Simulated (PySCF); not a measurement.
**Dipole moment and polarisability across levels of theory**

Compound: CH8FPSi2.
Z-matrix (Å and degrees, PBE0-D3(BJ)/def2-SVP geometry), rows numbered from 1:
```
C 
Si  1  1.8852
Si  2  2.3418  1  109.14
F   3  1.6361  2  109.29  1   177.90
P   3  2.2633  2  112.83  1    57.78
H   1  1.1007  2  110.74  3   -58.90
H   1  1.1007  2  110.52  3  -178.70
H   1  1.1005  2  111.05  3    61.41
H   2  1.4968  1  110.72  3  -122.26
H   2  1.4975  1  110.40  3   117.77
H   3  1.4957  2  112.73  1   -62.44
H   5  1.4314  3   91.10  2   -65.19
H   5  1.4299  3   94.95  2    28.55
```

PySCF, dipoles from the SCF density, polarisabilities from static response with core orbitals frozen. One conformer (not necessarily the lowest) at the PBE0-D3(BJ)/def2-SVP geometry, without solvent, vibrations or thermal averaging.

Problem. How do dipole and polarisability depend on functional and basis here?

Solution. 

```
           level  μ (D)  α (Å³)  anisotropy (Å³)
    PBE0/6-31+G*  2.986   13.50             4.43
   PBE0/def2-SVP  2.768   12.62             3.75
PBE0/aug-cc-pVDZ  2.711   14.87             4.61
  PBE0/def2-TZVP  2.631   14.02             4.38
 PBE0/def2-TZVPD  2.637   14.81             4.60
```

The anisotropy is √(½[(α1 − α2)² + (α2 − α3)² + (α3 − α1)²]). The dipole runs from 2.63 D (PBE0/def2-TZVP) to 2.99 D (PBE0/6-31+G*). No reference polarisability is at hand; against PBE0 in the largest diffuse basis at hand (def2-TZVPD) the other PBE0 rows deviate by 6-31+G* -9%, def2-SVP -15%, aug-cc-pVDZ 0%, def2-TZVP -5%. With PBE0 the polarisability is 13.32 Å³ without diffuse functions (mean of def2-SVP and def2-TZVP) and 14.39 Å³ with them (mean of 6-31+G*, aug-cc-pVDZ and def2-TZVPD).
